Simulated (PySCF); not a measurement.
# The halides of aluminium, AlF₂ to AlBr₂

Level: PBE0 in the def2-TZVP basis family, all electrons, no relativity, computed in PySCF with density fitting; open shells unrestricted.

Each entry is the lowest minimum that a search over a few typed start shapes (and spin states, where more than one is plausible) found, or that minimum re-optimised at the stated level; isomers with ligand–ligand bonds, or fragments after loss of a ligand pair, can lie lower.

```
molecule  2S+1  point group  mean bond to Al (Å)  dipole (D)  distinct angles (°)  highest ω (cm⁻¹)
    AlF₂     2          C2v                1.647        1.80                  120               903
   AlCl₂     2          C2v                2.102        1.45                  119               574
   AlBr₂     2          C2v                2.267        1.32                  120               465
```

The bond lengthens at every step; the largest change, 0.455 Å, falls between AlF₂ and AlCl₂ among the members listed.

Left out of the table are members whose search was unfinished or whose lowest solution was spin-contaminated, unstable, very soft or bonded differently.
